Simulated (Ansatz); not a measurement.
Born–Oppenheimer molecular dynamics of Cl₃FH₂OZr (8 atoms, charge 0, multiplicity 1). It starts at the highest image of a converged band. Of that band: Neighbouring images differ by up to 1.3 eV, so the band resolves the path poorly. A vibrational analysis at the climbing image gives one clearly imaginary mode, 1207i cm⁻¹: a first-order saddle point.

The calculation used RHF/def2-SVP in Ansatz.

| Property | Result |
| --- | --- |
| ensemble | NVE (velocity Verlet) |
| time step | 0.5 fs |
| steps asked | 200 |
| starting velocities drawn for | 300 K |
| seed | 2123 |

First frame:

```xyz
8
Properties=species:S:1:pos:R:3
Zr 0.168 0.266 -0.023
O -0.154 0.074 1.996
H -0.583 -0.528 2.589
Cl 2.295 -0.244 -0.927
Cl -1.101 1.829 -1.267
F -0.772 -1.332 -0.383
Cl 1.234 2.284 1.635
H 0.502 1.190 2.257
```

(1) How far do the bonds stretch over the last three quarters of this one trajectory? (Pairs bonded in most of those frames.)

Results:

(1) 
```tsv
bond	mean (Å)	spread (Å)	shortest	longest
Zr1–O2	1.923	0.016	1.89	1.95
Zr1–Cl4	2.383	0.020	2.35	2.41
Zr1–Cl5	2.404	0.011	2.37	2.41
Zr1–F6	1.895	0.019	1.86	1.92
O2–H3	0.945	0.013	0.93	0.97
Cl7–H8	1.278	0.029	1.23	1.32
```

Pairs bonded in part of these frames only: Zr1–H3 15 %, Zr1–Cl7 44 %.

Mean temperature of the second half: 625 K. The conserved energy stayed within 0.071 meV per atom of its start (net change 0.0037 meV per atom), so the integration is sound. The kinetic energy rose, since the run started high on the potential surface and went downhill. It ends in pieces (Cl2FHOZr + ClH), so much of that is their flight and rotation, not heat. A run of 0.1 ps of so small a system gives no equilibrium averages. The orbitals stay closed-shell, which can raise the energy where a bond breaks towards radicals; this wasn't checked here.

The run took 5.3 min on 2 threads of Intel(R) Xeon(R) 6975P-C (Granite Rapids), with other jobs on the host, peak memory 0.32 GiB.
